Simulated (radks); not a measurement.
Results of a calculation; reference values are marked as such.
Ionisation of Tl3+, [Xe] 4f14 5d10, to Tl4+, [Xe] 4f14 5d9, under several functionals. Dirac Kohn-Sham, spin-unpolarised, spherical densities, point nucleus; open shells are shared between the two j in proportion to 2j + 1; a radial shooting solver on a logarithmic mesh with Libxc functionals.

functional,E(Tl3+) (hartree),Exc (hartree),IE (eV),-e(HOMO) (eV),<r> HOMO (bohr),IE error (eV)
Wu-Cohen GGA,-20285.4814,-379.8284,51.813,43.415,1.360,+0.673
BLYP,-20287.8560,-382.2022,51.614,43.230,1.364,+0.474
revPBE,-20287.2135,-381.5805,51.703,43.303,1.359,+0.563
XLYP,-20288.9380,-383.2933,51.642,43.259,1.365,+0.502
PBE,-20286.7941,-381.1515,51.776,43.380,1.360,+0.636
exchange-only B88,-20283.5432,-377.8630,50.462,42.101,1.366,-0.678
RPBE,-20287.3731,-381.7415,51.701,43.302,1.359,+0.561
HCTH/407,-20298.2188,-392.9873,52.415,43.948,1.349,+1.275
SOGGA,-20280.6643,-374.9672,51.694,43.296,1.359,+0.554

NIST Atomic Spectra Database: 51.14 eV (measured). Closest: BLYP. The Delta-SCF values span 1.95 eV, the total energies 17.55 hartree. The highest occupied level is 5d5/2. Spin polarisation and multiplet splitting are left out, so open shells lie too high by an amount that depends on their filling. Sharing an open shell by 2j + 1 raises it above the true ground level by a part of the spin-orbit splitting, which enters the differences from NIST.

Beside tabulated values, note that spin-unpolarised runs miss the spin-polarisation part of the exchange energy of open shells.
